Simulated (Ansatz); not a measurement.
Geometry optimisation, RKS B3LYP/def2-SVP (Ansatz 0.2.0).

input.yaml

```yaml
crystal:
  periodic: [false, false, false]
  atoms:
    - { symbol: B, position_ang: [-1.175, 1.3875, 0.0955] }
    - { symbol: C, position_ang: [-0.2572, 0.3455, 0.7261] }
    - { symbol: B, position_ang: [0.0918, -0.773, -0.349] }
    - { symbol: "N", position_ang: [1.6486, -0.9711, -0.753] }
    - { symbol: H, position_ang: [-1.6026, 2.3282, 0.7253] }
    - { symbol: H, position_ang: [-1.5692, 1.3766, -1.0468] }
    - { symbol: H, position_ang: [0.6954, 0.8564, 1.085] }
    - { symbol: H, position_ang: [-0.7211, -0.1095, 1.5858] }
    - { symbol: H, position_ang: [-0.7241, -1.4266, -0.7673] }
    - { symbol: H, position_ang: [1.64547, -0.67962, -1.74691] }
    - { symbol: H, position_ang: [2.13185, -0.24343, -0.20771] }
basis:
  gaussian: { orbitals: def2-SVP }
hamiltonian:
  xc: b3lyp
relax:
  f_tol: 0.015
  max_steps: 40
```

Run as:

```bash
$ ansatz run input.yaml --threads 1 --pin off --max-ram 2048MiB --backend cpu --events-out ev --progress --plain --runs-dir out
```

Task: Where does it end, and by what steps?

Result: The run converged. The force dipped under the threshold on the way, but the program's further checks kept it going. After 16 steps the energy has fallen by 1.507 eV; H5 moved furthest, 1.14 Å.

| step | energy less start (eV) | largest force component (eV/Å) | accepted |
| --- | --- | --- | --- |
| 0 | 0.0000 | 5.112 | yes |
| 1 | -0.7415 | 2.530 | yes |
| 2 | -0.9814 | 3.257 | yes |
| 3 | -1.2440 | 1.072 | yes |
| 4 | -1.3202 | 0.633 | yes |
| 5 | -1.3571 | 0.780 | yes |
| 6 | -1.4101 | 0.273 | yes |
| 7 | -1.4434 | 0.304 | yes |
| 8 | -1.4488 | 0.441 | yes |
| 9 | -1.4831 | 0.291 | yes |
| 10 | -1.4994 | 0.084 | yes |
| 11 | -1.5025 | 0.089 | yes |
| 12 | -1.4934 | 0.244 | no |
| 13 | -1.5063 | 0.027 | yes |
| 14 | -1.5067 | 0.011 | yes |
| 15 | -1.5067 | 0.037 | no |
| 16 | -1.5068 | 0.015 | yes |

```xyz
11
Properties=species:S:1:pos:R:3
B -1.193 1.420 0.161
C -0.362 0.280 0.798
B 0.189 -0.591 -0.419
N 1.533 -0.564 -0.793
H -0.730 2.530 0.015
H -2.306 1.213 -0.265
H 0.468 0.632 1.433
H -1.018 -0.410 1.361
H -0.554 -1.299 -1.060
H 1.901 -1.119 -1.557
H 2.235 0.000 -0.326
```

Whether the end is a true minimum wasn't checked by a vibrational analysis.

The run took 2.1 min on 1 thread of Intel(R) Xeon(R) Platinum 8488C (Sapphire Rapids) (shared host), peak memory 0.2 GiB.
